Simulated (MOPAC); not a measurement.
Input file for MOPAC: AM1 on CH5ClO (a complex), monomers drawn apart or pushed together.

```
AM1 1SCF PRECISE CHARGE=0 THREADS=1
CH5ClO

O      0.14541781 1     0.25791158 1     0.11241167 1
H     -0.43692279 1     0.42195430 1     0.86624213 1
H     -0.41687628 1    -0.13738397 1    -0.56120688 1
C      0.57183477 1    -1.30456570 1     5.09192278 1
Cl    -1.04836601 1    -0.51965348 1     5.20214048 1
H      0.88059365 1    -1.27258731 1     4.05180408 1
H      1.25511106 1    -0.74468967 1     5.72241529 1
H      0.46986137 1    -2.32613098 1     5.44406138 1
```

It printed:

```
*******************************************************************************
 **                                                                           **
 **                              MOPAC v23.2.5                                **
 **                                                                           **
 *******************************************************************************
 ** MOPAC's Digital Object Identifier: https://doi.org/10.5281/zenodo.6511958 **
 **                                                                           **
 ** Please cite the open-source release paper for use of this MOPAC version:  **
 ** J. E. Moussa and J. J. P. Stewart (2026)                                  **
 ** MOPAC: An open-source semiempirical molecular orbital program             **
 ** J. Open Source Softw., 11(119), 8025, https://doi.org/10.21105/joss.08025 **
 *******************************************************************************

                              AM1 CALCULATION RESULTS

 *******************************************************************************
 *  AM1        - The AM1 Hamiltonian to be used
 *
 *
 *
 *                 CHARGE ON SYSTEM = 0
 *
 *
 *
 *  PRECISE    - TIGHTER CRITERIA TO BE USED
 *  1SCF       - DO 1 SCF AND THEN STOP
 *  THREADS=1  - MULTI-THREADING NOT USED
 *  T=         - A TIME OF 172800.0 SECONDS REQUESTED
 *  DUMP=N     - RESTART FILE WRITTEN EVERY 7200.0 SECONDS REQUESTED
 *******************************************************************************
AM1 1SCF PRECISE CHARGE=0 THREADS=1
 CH5ClO

   ATOM   CHEMICAL          X               Y               Z
  NUMBER   SYMBOL      (ANGSTROMS)     (ANGSTROMS)     (ANGSTROMS)

     1       O          0.14541781  *   0.25791158  *   0.11241167  *
     2       H         -0.43692279  *   0.42195430  *   0.86624213  *
     3       H         -0.41687628  *  -0.13738397  *  -0.56120688  *
     4       C          0.57183477  *  -1.30456570  *   5.09192278  *
     5      Cl         -1.04836601  *  -0.51965348  *   5.20214048  *
     6       H          0.88059365  *  -1.27258731  *   4.05180408  *
     7       H          1.25511106  *  -0.74468967  *   5.72241529  *
     8       H          0.46986137  *  -2.32613098  *   5.44406138  *



          CARTESIAN COORDINATES

    NO.       ATOM           X           Y           Z

     1         O          0.1454      0.2579      0.1124
     2         H         -0.4369      0.4220      0.8662
     3         H         -0.4169     -0.1374     -0.5612
     4         C          0.5718     -1.3046      5.0919
     5        Cl         -1.0484     -0.5197      5.2021
     6         H          0.8806     -1.2726      4.0518
     7         H          1.2551     -0.7447      5.7224
     8         H          0.4699     -2.3261      5.4441

  H: (AM1): M.J.S. DEWAR ET AL, J. AM. CHEM. SOC. 107 3902-3909 (1985)
  C: (AM1): M.J.S. DEWAR ET AL, J. AM. CHEM. SOC. 107 3902-3909 (1985)
  O: (AM1): M.J.S. DEWAR ET AL, J. AM. CHEM. SOC. 107 3902-3909 (1985)
 Cl: (AM1): M.J.S. DEWAR AND E. G. ZOEBISCH, THEOCHEM, 180, 1 (1988).

           Empirical Formula: C H5 O Cl  =     8 atoms



      MOLECULAR POINT GROUP   :   C1


      RHF CALCULATION, NO. OF DOUBLY OCCUPIED LEVELS = 11


 -------------------------------------------------------------------------------
 AM1 1SCF PRECISE CHARGE=0 THREADS=1
 CH5ClO



     1SCF WAS SPECIFIED, SO BFGS WAS NOT USED
     SCF FIELD WAS ACHIEVED


                              AM1 CALCULATION
                                                       MOPAC v23.2.5 Linux




          FINAL HEAT OF FORMATION =        -76.69756 KCAL/MOL =    -320.90257 KJ/MOL


          COSMO AREA              =        121.00 SQUARE ANGSTROMS
          COSMO VOLUME            =         91.46 CUBIC ANGSTROMS

          IONIZATION POTENTIAL    =         11.478825 EV
          HOMO LUMO ENERGIES (EV) =        -11.479  1.253
          NO. OF FILLED LEVELS    =         11
          MOLECULAR WEIGHT        =         68.5029         POINT GROUP:  C1

          MOLECULAR DIMENSIONS (Angstroms)

            Atom       Atom       Distance
            H     7    H     3     6.53056
            O     1   Cl     5     2.48651
            H     8    H     2     2.23899


          SCF CALCULATIONS        =          1





   ATOM   CHEMICAL          X               Y               Z
  NUMBER   SYMBOL      (ANGSTROMS)     (ANGSTROMS)     (ANGSTROMS)

     1       O          0.14541781  *   0.25791158  *   0.11241167  *
     2       H         -0.43692279  *   0.42195430  *   0.86624213  *
     3       H         -0.41687628  *  -0.13738397  *  -0.56120688  *
     4       C          0.57183477  *  -1.30456570  *   5.09192278  *
     5      Cl         -1.04836601  *  -0.51965348  *   5.20214048  *
     6       H          0.88059365  *  -1.27258731  *   4.05180408  *
     7       H          1.25511106  *  -0.74468967  *   5.72241529  *
     8       H          0.46986137  *  -2.32613098  *   5.44406138  *

                             CARTESIAN COORDINATES

   1    O        0.145417810     0.257911580     0.112411670
   2    H       -0.436922790     0.421954300     0.866242130
   3    H       -0.416876280    -0.137383970    -0.561206880
   4    C        0.571834770    -1.304565700     5.091922780
   5   Cl       -1.048366010    -0.519653480     5.202140480
   6    H        0.880593650    -1.272587310     4.051804080
   7    H        1.255111060    -0.744689670     5.722415290
   8    H        0.469861370    -2.326130980     5.444061380


           Empirical Formula: C H5 O Cl  =     8 atoms



      MOLECULAR POINT GROUP   :   C1


                  EIGENVALUES
 -36.95847 -36.32375 -29.15230 -18.23702 -15.16172 -15.14080 -14.83416 -14.65231
 -12.43718 -11.48462 -11.47883   1.25301   3.92285   3.94119   4.28027   4.35783
   6.26583


              NET ATOMIC CHARGES AND DIPOLE CONTRIBUTIONS

  ATOM NO.   TYPE          CHARGE      No. of ELECS.   s-Pop       p-Pop
    1          O          -0.390484        6.3905     1.86166     4.52883
    2          H           0.196314        0.8037     0.80369
    3          H           0.194167        0.8058     0.80583
    4          C          -0.150334        4.1503     1.24244     2.90789
    5         Cl          -0.147707        7.1477     1.98737     5.16033
    6          H           0.100654        0.8993     0.89935
    7          H           0.099197        0.9008     0.90080
    8          H           0.098191        0.9018     0.90181
 DIPOLE           X         Y         Z       TOTAL
 POINT-CHG.     0.503    -0.970    -0.032     1.093
 HYBRID        -0.735    -0.159     0.052     0.754
 SUM           -0.232    -1.129     0.020     1.153


          ATOMIC ORBITAL ELECTRON POPULATIONS

     Atom    s        px        py        pz
    1  O   1.86166   1.37305   1.86533   1.29045
    2  H   0.80369
    3  H   0.80583
    4  C   1.24244   0.86540   1.00037   1.04213
    5 Cl   1.98737   1.33070   1.83844   1.99119
    6  H   0.89935
    7  H   0.90080
    8  H   0.90181

 **********************
 *                    *
 * JOB ENDED NORMALLY *
 *                    *
 **********************




 == MOPAC DONE ==
```

The run finished.

Cost: roughly 0.020 core-seconds.
